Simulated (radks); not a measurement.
Spherical quantum dot in the effective-mass picture: electrons in a parabolic well V = omega^2 r^2 / 2 with omega = 1.9, with a point charge +2 (a donor) at the centre, all in effective atomic units (hartree* = m*/eps^2 hartree, bohr* = eps/m* bohr), one dielectric constant everywhere. Method: non-relativistic Kohn-Sham, r2SCAN, spin-polarised, spherical densities, generalised Kohn-Sham scheme; computed with a radial shooting solver with Libxc functionals. Levels are named by radial order and angular momentum (1s, 1p, 1d, 2s, ...), and open shells are averaged over m. Results are scaled to m* = 0.032 and eps = 17.4, for which hartree* = 2.876 meV and bohr* = 28.77 nm.

N = 16, configuration 1s2 1p6 1d(up 5, down 1) 2s2. This is the lowest configuration that the search found. Occupied and some empty levels:

level    occupation  eigenvalue (meV)  <r> (nm)
1s up             1            32.551     22.33
1s down           1            32.655     21.83
1p up             3            38.046     37.05
1p down           3            38.413     36.73
2s up             1            40.318     37.95
2s down           1            40.668     38.27
1d up             5            42.115     43.88
1d down           1            42.578     43.86
1f up             0            46.323     48.98
2p up             0            46.592     43.60
1f down           0            46.826     49.12
2p down           0            46.909     43.69
1g up             0            50.745     53.34
1g down           0            51.265     53.57

Energy (meV): total 390.415, kinetic 100.20, external 71.668, Hartree 249.82, exchange-correlation -31.274.

Electron density:

r (nm)  n(r) (e/nm^3)
3.65        0.0002086
7.71        0.0001198
11.8       0.00007182
15.8       0.00004736
19.9       0.00003633
24.0       0.00003220
28.0       0.00003066
32.1       0.00002915
36.2       0.00002649
40.2       0.00002247
44.3       0.00001759
48.4       0.00001261
52.4        8.289e-06
56.5        4.980e-06
60.5        2.730e-06
64.6        1.358e-06
68.7        6.189e-07
72.7        2.579e-07
76.8        9.822e-08
80.9        3.419e-08
